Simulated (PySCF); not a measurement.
PbHF, SMILES [F][PbH] (connectivity only; charge and spin as stated), neutral, multiplicity 1.

Geometry: B3LYP-D3(BJ)/def2-TZVP. The def2 effective core potentials stand for the cores of Pb; spin–orbit coupling is left out.

These are TDDFT-LC-ωPBE/def2-TZVPD in PySCF values and carry that method's errors.

Vertical excitations. The molecule is in vacuum. State labels are in the subgroup Cs.

```csv
state,symmetry,energy (eV),λ (nm),f,main pairs
S1,A",3.02,410,0.009,HOMO→LUMO 98 %
S2,A',5.17,240,0.020,HOMO→LUMO+1 92 %
S3,A",6.01,206,0.034,HOMO−1→LUMO 95 %
S4,A",6.45,192,0.001,HOMO−3→LUMO 94 %
S5,A',6.67,186,0.270,"HOMO→LUMO+2 60 %, HOMO−2→LUMO 31 %"
S6,A',6.70,185,0.149,"HOMO−2→LUMO 58 %, HOMO→LUMO+2 33 %"
S7,A',7.86,158,0.287,HOMO→LUMO+3 95 %
S8,A",8.11,153,0.001,HOMO−2→LUMO+1 74 %
S9,A',8.13,153,0.081,"HOMO−3→LUMO+1 44 %, HOMO−1→LUMO+1 31 %"
S10,A",8.30,149,0.205,HOMO→LUMO+4 90 %
T1,A",2.33,533,0,HOMO→LUMO 96 %
T2,A',4.54,273,0,HOMO→LUMO+1 84 %
T3,A',5.27,235,0,"HOMO→LUMO+2 47 %, HOMO→LUMO+3 27 %, HOMO→LUMO+11 15 %"
T4,A",5.54,224,0,HOMO−1→LUMO 87 %
```
Triplets are in the Tamm–Dancoff approximation, which puts them higher than full response would, so one can lie above its singlet here.
